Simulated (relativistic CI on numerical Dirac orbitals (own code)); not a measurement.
## Spin-allowed bands of a d7 ion in a tetrahedral site, by hand

Problem. A d7 ion in a tetrahedral site has a 4A2 ground term and spin-allowed bands at ν1 = 6700 and ν2 = 10960 cm⁻¹ (from a computed ligand-field model). Find Δ and the Racah parameter B, and predict the third band.

Working.
1. The F term splits into A2 (−1.2Δ), T2 (−0.2Δ) and T1 (+0.6Δ), so ν1 = E(T2) − E(A2) = Δ = 6700 cm⁻¹.
2. T1(F) mixes with T1(P), which lies at 15B, through an element 0.4Δ. The two roots, counted from A2, are ν2,3 = ½(15B + 3Δ) ∓ ½√[(15B − Δ)² + 12BΔ].
3. Solving the lower root for B gives B = (2ν1² + ν2² − 3ν1ν2)/(15ν2 − 27ν1) = -10394400/-16500 = 630 cm⁻¹.
4. The sum of the roots is 15B + 3Δ, so ν3 = 15B + 3ν1 − ν2 = 18589 cm⁻¹ (538 nm).

Check. The bands were computed by exact diagonalisation of the d7 shell with B = 630 and Δ = 6700 cm⁻¹, which gives ν3 = 18590 cm⁻¹. C does not enter the terms of highest spin.
